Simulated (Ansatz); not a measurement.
Reaction (ligand exchange at the Si–S bond): `O[SiH2]SBF` + `N[SiH2][SiH3]` → `O[SiH2]N[SiH2][SiH3]` + `FBS`

Program: Ansatz. Geometries: PBE0-D4/def2-TZVP. ΔE: electronic, gas phase. CCSD(T)/CBS is the MP2 limit (def2-TZVPP, def2-QZVPP) plus CCSD(T) − MP2 in def2-TZVPP, frozen cores. This one scheme is used for every species. DFT in def2-TZVPP. B3LYP here is the variant with VWN-RPA as its local correlation; programs differ in this. One conformer a species, not always the lowest.

(1) Is it downhill or uphill in electronic energy at CCSD(T)/CBS, and by how much? (An estimate is asked.)

(2) What do these levels give: PBE-D4, PBE0-D4, B3LYP-D4, ωB97X-V, ωB97M-V, CCSD(T)/def2-TZVPP? (Estimate.)

Largest T1 diagnostic among the species: 0.014.

## Answers

(1) Computed: Downhill: ΔE = -0.16 eV.

(2) Computed: PBE-D4 -0.08, PBE0-D4 -0.10, B3LYP-D4 -0.17, ωB97X-V -0.15, ωB97M-V -0.16, CCSD(T)/def2-TZVPP -0.19 eV.

The D4 term adds −0.05 eV with B3LYP and −0.03 eV with PBE0; it sums over pairs of atoms, weighted by their polarisabilities, and B3LYP, whose exchange is more repulsive, gets the larger term.
